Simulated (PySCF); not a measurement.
This PySCF input asks for the NMR shieldings of 3-pentyl acetate (CCC(CC)OC(C)=O, C$_{7}$H$_{14}$O$_{2}$); the geometry comes from PBE0-D3(BJ)/def2-SVP.

```python
import basis_set_exchange as bse
import numpy as np
from pyscf import gto, dft
from pyscf.prop import nmr

atoms = """
C    -0.337544    2.010563   -1.317753
C    -1.209441    0.771030   -1.207744
C    -0.871224   -0.108759   -0.015671
C    -1.770831   -1.326958    0.108800
C    -1.458541   -2.195992    1.315336
O     0.483338   -0.563659   -0.167048
C     1.389450   -0.222008    0.760522
C     2.740979   -0.771188    0.403707
O     1.147636    0.436949    1.736911
H    -0.401986    2.628326   -0.408659
H    -0.635885    2.634243   -2.173345
H     0.719089    1.737700   -1.459592
H    -2.269955    1.059239   -1.119113
H    -1.128021    0.164652   -2.126160
H    -0.913685    0.484450    0.911983
H    -1.690788   -1.918552   -0.819351
H    -2.812047   -0.967749    0.158924
H    -2.155979   -3.043525    1.387869
H    -1.524528   -1.620855    2.251839
H    -0.440569   -2.608994    1.251009
H     3.453722   -0.544914    1.204028
H     2.677220   -1.856339    0.241108
H     3.082670   -0.321619   -0.540257
"""
names = dict.fromkeys(["C", "O", "H"], "pcSseg-1")
basis = {el: gto.basis.parse(bse.get_basis(n, elements=[el], fmt="nwchem")) for el, n in names.items()}
mol = gto.M(atom=atoms, basis=basis, charge=0, verbose=0)
mf = dft.RKS(mol, xc="HYB_GGA_XC_MPW1PW")
mf.grids.level = 2
mf.grids.alignment = dft.numint.BLKSIZE   # the property module wants whole blocks of grid points
mf.conv_tol = 1e-9
mf.kernel()

calc = nmr.RKS(mf)   # GIAO
C = mf.mo_coeff
Co = C[:, mf.mo_occ > 0]
resp = mf.gen_response(singlet=True, hermi=2)
def vind(x):   # induced exchange potential for any number of trial vectors
    d = np.einsum("pi,xij,qj->xpq", C, 2 * x.reshape(-1, C.shape[1], Co.shape[1]), Co, optimize=True)
    return np.einsum("xpq,pi,qj->xij", resp(d - d.transpose(0, 2, 1)), C, Co, optimize=True).ravel()
mo1, _ = nmr.rhf.solve_mo1(calc, with_cphf=vind)
sigma = calc.kernel(mo1)
for i, s in enumerate(sigma):   # ppm
    w = np.linalg.eigvalsh((s + s.T) / 2)
    print("%2d %-2s iso %8.1f  s11 %8.1f  s22 %8.1f  s33 %8.1f" % (i, mol.atom_pure_symbol(i), w.mean(), *w))
```

Task: What are the results?

Result: 
```
 0 C  iso    171.1  s11    159.2  s22    169.6  s33    184.5
 1 C  iso    151.9  s11    138.3  s22    146.9  s33    170.3
 2 C  iso    110.1  s11     73.3  s22    125.1  s33    132.0
 3 C  iso    151.9  s11    138.4  s22    147.0  s33    170.3
 4 C  iso    171.1  s11    159.3  s22    169.7  s33    184.5
 5 O  iso    105.9  s11    -49.2  s22    180.2  s33    186.8
 6 C  iso      9.2  s11    -93.2  s22     47.6  s33     73.2
 7 C  iso    161.2  s11    138.3  s22    154.3  s33    190.9
 8 O  iso   -106.7  s11   -398.9  s22   -213.3  s33    292.1
 9 H  iso     30.5  s11     26.3  s22     28.8  s33     36.4
10 H  iso     30.4  s11     25.6  s22     27.3  s33     38.1
11 H  iso     30.4  s11     25.3  s22     30.7  s33     35.1
12 H  iso     30.1  s11     24.8  s22     29.9  s33     35.5
13 H  iso     30.0  s11     25.8  s22     29.8  s33     34.4
14 H  iso     26.5  s11     25.5  s22     26.6  s33     27.2
15 H  iso     30.0  s11     25.8  s22     29.8  s33     34.4
16 H  iso     30.1  s11     24.9  s22     29.9  s33     35.5
17 H  iso     30.4  s11     25.6  s22     27.3  s33     38.1
18 H  iso     30.5  s11     26.2  s22     28.8  s33     36.3
19 H  iso     30.4  s11     25.4  s22     30.7  s33     35.1
20 H  iso     29.6  s11     25.4  s22     27.8  s33     35.5
21 H  iso     29.2  s11     25.2  s22     28.8  s33     33.6
22 H  iso     29.1  s11     25.2  s22     28.5  s33     33.6
```

These numbers come from an equivalent density-fitted implementation of the same equations, which agrees with the script to about 0.01 ppm for H and up to a few tenths of a ppm for heavy atoms, so last digits may differ.

Task: Turn these shieldings into chemical shifts. Referencing at the same level of theory: ¹³C (183.54 ppm), ¹H (31.32 ppm) vs TMS; ¹⁷O (333.30 ppm) vs H2O.

Result: Averaging equivalent atoms: C 6: 174.3; C 2: 73.4; C 1/3: 31.7; C 7: 22.4; C 0/4: 12.4; O 8: 440.0; O 5: 227.4; H 14: 4.87; H 20/21/22: 2.02; H 13/15: 1.32; H 12/16: 1.21; H 9/10/11/17/18/19: 0.92 ppm. Unscaled 17O shifts of doubly bonded oxygen tend to come out too high, by tens of ppm or more. Experimental scales use liquid or dissolved standards, which lie at an offset from isolated H2O (liquid H2O: subtract about 36 ppm).

Size and cost of the density-fitted run: 223 basis functions, 44 s wall time on 1 thread of an Arm Neoverse V2, shared host.
